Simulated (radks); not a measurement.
Spherical jellium clusters: N electrons in a uniform positive sphere of charge N and radius rs N^(1/3), rs = 2.97 bohr. Calculated with a radial shooting solver with Libxc functionals: non-relativistic Kohn-Sham, LDA (Slater exchange, Perdew-Wang correlation), spin-polarised, spherical densities. Levels are named by radial order and angular momentum (1s, 1p, 1d, 2s, ...), and open shells are averaged over m.

N = 28, configuration 1s2 1p6 1d10 2s2 1f(up 7, down 1). This is the lowest configuration that the search found. Occupied and some empty levels:

level,occupation,eigenvalue (eV),<r> (bohr)
1s up,1,-7.7936,5.363
1s down,1,-7.5405,5.108
1p up,3,-6.5701,6.460
1p down,3,-6.1948,6.336
1d up,5,-5.0781,7.226
1d down,5,-4.6450,7.194
2s up,1,-4.4895,6.031
2s down,1,-4.2467,6.185
1f up,7,-3.3661,7.903
1f down,1,-2.9195,7.950
2p up,0,-2.5718,7.404
2p down,0,-2.3440,7.523
1g up,0,-1.5049,8.652
1g down,0,-1.0847,8.817
2d up,0,-0.91027,9.665
2d down,0,-0.71498,10.04

Energy (eV): total -44.0889, kinetic 85.166, external -2782.2, Hartree 1365.7, exchange-correlation -132.10, background 1419.3.
